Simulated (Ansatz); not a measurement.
CuCl2, SMILES [Cl][Cu-][Cl], charge -1, multiplicity 1.

The structure is a stationary point at ωB97X-D3(BJ)/def2-SVPD. The spin state was assumed, not searched.

Two levels are set side by side: PBE/def2-TZVPD (Ansatz, a first-principles code) and PBE0/def2-TZVPD (Ansatz). Energy differences of separate SCF runs at the same geometry; the states with an electron removed or added have multiplicity 2. Differences are taken from unrounded values.

```csv
quantity,PBE0
vertical ionisation energy (eV),4.35
vertical singlet–triplet gap (eV),4.13
```

### Question
What does PBE give, and how far is it from PBE0? (An estimate is asked for; the answer gives what the named calculation found.)

### Answer

```json
[
 {"quantity": "vertical ionisation energy (eV)", "PBE": "4.05", "PBE minus PBE0": "-0.30"},
 {"quantity": "vertical singlet–triplet gap (eV)", "PBE": "3.95", "PBE minus PBE0": "-0.18"}
]
```
